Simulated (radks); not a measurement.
Values are calculated unless marked as measured or tabulated.
Task: The mean radii <r> (bohr) of the occupied orbitals of an atom or ion are listed with their occupations. Level of theory: scalar-relativistic Kohn-Sham, PBE, spin-polarised, spherical densities, point nucleus (a radial shooting solver on a logarithmic mesh with Libxc functionals).

orbital  occ.      <r>
1s up       1  0.02842
1s down     1  0.02842
2s up       1   0.1226
2s down     1   0.1226
2p up       3   0.1071
2p down     3   0.1071
3s up       1   0.3305
3s down     1   0.3305
3p up       3   0.3288
3p down     3   0.3288
3d up       5   0.3054
3d down     5   0.3054
4s up       1   0.7909
4s down     1   0.7908
4p up       3   0.8526
4p down     3   0.8520
4d up       5    1.034
4d down     5    1.026
5s up       1    2.235
5s down     1    2.215
5p up       3    2.877

Name the element and its charge. Open shells, if any, are filled with parallel spins first.

Result: Z = 51, antimony, charge 0: Sb in [Kr] 4d10 5s2 5p3. The 1s radius gives Z: for a bare nucleus <r> = (2 gamma + 1)/(2Z) with gamma = sqrt(1 - (Z/c)^2), 0.028 bohr for Z = 51, and screening makes it slightly larger (0.02842 here). The occupations add up to 51, and the charge is Z minus that.
